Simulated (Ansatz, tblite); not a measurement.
Removing and adding an electron: `Cc1cc(-c2sc(-c3sc(-c4sc(-c5sc(-c6sc(C#C[Si](C)(C)C)cc6C)cc5C)cc4C)cc3C)cc2C)sc1C#C[Si](C)(C)C`. Total charge 0; singlet. Geometry: PBE-D4/def2-SVP. Ansatz, gas phase; energy differences of separate SCF runs; the oxidised species was run as a doublet alone; the reduced species was run as a doublet alone.

The xTB rows come from tblite. Single mean-field runs in def2-SVP are fitted with def2-universal-jkfit.

```json
{"level": "PBE-D4/def2-SVP", "−HOMO (eV)": "4.30", "vertical IE (eV)": "5.54", "−LUMO (eV)": "2.80", "vertical EA (eV)": "1.67", "HOMO–LUMO gap (eV)": "1.50", "IE − EA (eV)": "3.87"}
{"level": "PBE0-D4/def2-SVP", "−HOMO (eV)": "5.04", "vertical IE (eV)": "5.89", "−LUMO (eV)": "2.34", "vertical EA (eV)": "1.58", "HOMO–LUMO gap (eV)": "2.70", "IE − EA (eV)": "4.31"}
```

Problem. Estimate the rows for GFN1-xTB, GFN2-xTB.

Solution. 
| level | −HOMO (eV) | vertical IE (eV) | −LUMO (eV) | vertical EA (eV) | HOMO–LUMO gap (eV) | IE − EA (eV) |
| --- | --- | --- | --- | --- | --- | --- |
| GFN1-xTB | 10.09 | 11.30 | 8.67 | 7.47 | 1.41 | 3.83 |
| GFN2-xTB | 9.30 | 10.51 | 7.92 | 6.71 | 1.38 | 3.80 |

 Raw xTB energy differences between charge states are shifted by several eV; the methods need an empirical correction for them. Sets without diffuse functions give affinities that are too small.
